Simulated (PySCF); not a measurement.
**XPS shifts beside NMR shieldings**

Species: 2-ethoxypentane, C7H16O.
Atom-mapped SMILES: `[CH3:1][CH2:2][CH2:3][C@@H:4]([CH3:5])[O:6][CH2:7][CH3:8]`

Binding energies: delta-SCF UKS SCAN, pcX-2 on the ionised atom, pcseg-1 elsewhere, spin-free X2C in PySCF. Shieldings: GIAO CAM-B3LYP/pcSseg-1, non-relativistic, same geometry.

| atom | C 1s (eV) |
| --- | --- |
| C1 | 290.39 |
| C2 | 290.23 |
| C3 | 290.21 |
| C4 | 291.70 |
| C5 | 290.38 |
| C7 | 291.89 |
| C8 | 290.52 |

Problem. What are the absolute isotropic shieldings of these atoms?

Solution. 
| atom | environment | C 1s (eV) | isotropic shielding (ppm) |
| --- | --- | --- | --- |
| C3 | chain CH2 carbon | 290.21 | 139.2 |
| C2 | chain CH2 carbon | 290.23 | 159.3 |
| C5 | methyl carbon | 290.38 | 161.6 |
| C1 | methyl carbon | 290.39 | 166.4 |
| C8 | methyl carbon | 290.52 | 166.7 |
| C4 | sp3 carbon bound to oxygen | 291.70 | 109.2 |
| C7 | sp3 carbon bound to oxygen | 291.89 | 119.1 |

Problem. Among the listed atoms, is the one with the highest binding energy also the least shielded?

Solution. No. The highest binding energy is at C7 (291.89 eV, shielding 119.1 ppm), the lowest shielding at C4 (109.2 ppm, 291.70 eV).

Over these 7 sites the two quantities correlate at r = -0.85. By binding energy: C3 ≈ C2 < C5 ≈ C1 < C8 < C4 < C7. By shielding: C4 < C7 < C3 < C2 < C5 < C1 ≈ C8.

Geometry: PBE0-D3(BJ)/def2-SVP, one conformer, isolated molecule.

Conformer computed: `[CH3:1][CH2:2][CH2:3][C@@H:4]([CH3:5])[O:6][CH2:7][CH3:8]`: C1–C2–C3–C4 177°, C2–C3–C4–C5 176°, C3–C4–O6–C7 151°, C4–O6–C7–C8 -85°.
